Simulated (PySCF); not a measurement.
C3H8FNSi, SMILES C=C(F)C[SiH2]N.

The structure is a stationary point at B3LYP-D3(BJ)/def2-SVP. This is a generated structure with no PubChem entry under its InChIKey; it may be hypothetical. The values are those of a single conformer.

Two levels are set side by side: PBE/def2-TZVP (PySCF) and B3LYP/def2-TZVP (PySCF). Same geometry, gas phase. Differences are taken from unrounded values.

```
quantity                     B3LYP
---------------------------  -----
orbital gap (eV)              6.90
highest occupied level (eV)  -6.93
lowest empty level (eV)      -0.03
dipole moment (D)             0.62
mean polarisability (bohr³)   71.2
```

**Question.** What does PBE give, and how far is it from B3LYP? (The exact figures need the calculation; the answer reports its results.)

**Answer.** 
```csv
quantity,PBE,PBE minus B3LYP
orbital gap (eV),5.18,-1.72
highest occupied level (eV),-5.93,1.00
lowest empty level (eV),-0.74,-0.71
dipole moment (D),0.51,-0.11
mean polarisability (bohr³),73.5,2.2
```

PBE's occupied levels lie high since its potential decays too fast outside the molecule; exact exchange lowers them and widens the gap. PBE's more diffuse valence density responds more strongly to a field. Differences between two approximate levels are no errors against the true value.

Rough cost on one machine, each run with all the roots and properties that it gave: B3LYP against PBE within a factor of 2.
